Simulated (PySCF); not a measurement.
CH₈OSSi₂.
Numbering: `[CH3:1][Si@H:2]([OH:3])[SiH2:4][SH:5]` (hydrogens: H6, H7, H8 on C1; H9 on Si2; H10 on O3; H11, H12 on Si4; H13 on S5)

Cartesian coordinates in Å at the GFN2-xTB level; atoms count from 1:
```
atom  x, y, z in Å
C1    -1.4784   -0.2033    0.9873
Si2   -0.4537    0.6625   -0.3687
O3    -1.0889    0.3948   -1.8475
Si4    1.6255   -0.2656   -0.7157
S5     2.8373   -0.1417    1.0753
H6    -2.4877    0.1981    1.0426
H7    -1.5644   -1.2716    0.8015
H8    -1.0297   -0.0778    1.9681
H9    -0.4982    2.1042   -0.0707
H10   -2.0009    0.5814   -2.0552
H11    2.4974    0.4309   -1.6575
H12    1.6592   -1.6888   -1.0767
H13    1.9782   -0.7227    1.8994
```

Computed, not measured: TDDFT B3LYP/def2-SVPD, vertical, gas phase, core orbitals frozen in the response in PySCF.

Ground-to-excited transition dipoles (e·a0, same axes as the geometry; the sign carries no meaning), for the states with f of 0.002 or more among the lowest 8:

| state | E (eV) | μx | μy | μz |
| --- | --- | --- | --- | --- |
| S1 | 5.053 | 0.192 | -0.225 | 0.104 |
| S2 | 5.615 | -0.044 | -0.212 | -0.085 |
| S3 | 5.938 | 0.114 | -0.141 | -0.028 |
| S4 | 6.394 | 0.124 | -0.308 | -0.327 |
| S5 | 6.474 | -0.238 | 0.066 | -0.243 |
| S7 | 6.718 | -0.151 | 0.096 | 0.136 |
| S8 | 6.824 | -0.198 | 0.087 | -0.108 |

Problem. Work out the oscillator strengths.

Solution. f = (2/3) ΔE |μ|² with ΔE in hartree (27.2114 eV).

| state | \|μ\|² (au) | \|μ\| (D) | f |
| --- | --- | --- | --- |
| S1 | 0.098 | 0.80 | 0.012 |
| S2 | 0.054 | 0.59 | 0.007 |
| S3 | 0.034 | 0.47 | 0.005 |
| S4 | 0.217 | 1.18 | 0.034 |
| S5 | 0.120 | 0.88 | 0.019 |
| S7 | 0.051 | 0.57 | 0.008 |
| S8 | 0.058 | 0.61 | 0.010 |

Problem. What angle do the transition dipoles of S1 and S5 make?

Solution. |cos θ| = |μa·μb| / (|μa| |μb|) = 0.79, so θ ≈ 38° (taken between 0 and 90°, since the signs are arbitrary).

Problem. How is the summed strength of these states shared among x, y and z?

Solution. (2/3) Σ ΔE μα² gives 0.028 for x, 0.034 for y and 0.034 for z, 0.096 in all.

Problem. What peak molar absorption coefficient would the strongest computed level give as a lone Gaussian band 0.3 eV wide at half height?

Solution. ε(max) = 2.175×10⁸ f / FWHM, with the width in cm⁻¹. S4: 2.175×10⁸ × 0.0340 / 2420 ≈ 3100 L mol⁻¹ cm⁻¹.

Time: 38 s of wall time; peak memory 0.65 GiB. Hardware: one thread of an Arm Neoverse V1, no GPU, shared host with 32 logical CPUs at a one-minute load of 23.

One conformer stands for the species.
